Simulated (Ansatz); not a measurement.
`[F][InH][CH2]O[SiH3]`, 11 atoms. Total charge 0; spin multiplicity 1. Correlated methods include outer-core shells of In, which these sets cover unevenly. In takes the def2 core potential. All runs use 4 threads of an Intel Xeon Platinum 8375C on a shared host. Correlated methods freeze the cores.

(1) How many basis functions does each run have, and how long does it take in Ansatz? RKS PBE0-D4/def2-TZVP relaxation (18 steps); RHF-CCSD(T)/def2-SVP energy; RKS ωB97M-V/def2-SVP energy; RHF-CCSD(T)/def2-TZVPP energy; direct RPA on PBE orbitals/def2-TZVPP energy; RKS ωB97M-V/def2-QZVPP energy; RKS r2SCAN-D4/def2-TZVPP energy and forces; RHF-MP2/def2-QZVPP energy; RKS PBE0-D4/def2-SVP energy; RKS PBE0-D4/def2-TZVP frequencies; RKS PBE0-D4/def2-QZVPP energy; RKS revPBE-D4/def2-TZVPP energy. (An estimate is asked.)

Answers

(1) Ansatz gave: Other jobs shared the machine, so times are rough.

| level | job | functions | wall time | peak host memory (GiB) |
| --- | --- | --- | --- | --- |
| RKS PBE0-D4/def2-SVP | energy | 116 | 1.4 s | 0.53 |
| RKS revPBE-D4/def2-TZVPP | energy | 269 | 2.8 s | 0.39 |
| RKS ωB97M-V/def2-SVP | energy | 116 | 4.6 s | 0.53 |
| RKS r2SCAN-D4/def2-TZVPP | energy and forces | 269 | 5.5 s | 0.43 |
| direct RPA on PBE orbitals/def2-TZVPP | energy | 269 | 7.5 s | 0.79 |
| RKS PBE0-D4/def2-QZVPP | energy | 503 | 9 s | 2.1 |
| RHF-CCSD(T)/def2-SVP | energy | 116 | 11 s | 0.7 |
| RKS ωB97M-V/def2-QZVPP | energy | 503 | 19 s | 2.5 |
| RHF-MP2/def2-QZVPP | energy | 503 | 30 s | 3.4 |
| RKS PBE0-D4/def2-TZVP | relaxation (18 steps) | 216 | 84 s | 0.7 |
| RKS PBE0-D4/def2-TZVP | frequencies | 216 | 3 min | 0.69 |
| RHF-CCSD(T)/def2-TZVPP | energy | 269 | 4 min | 7.6 |
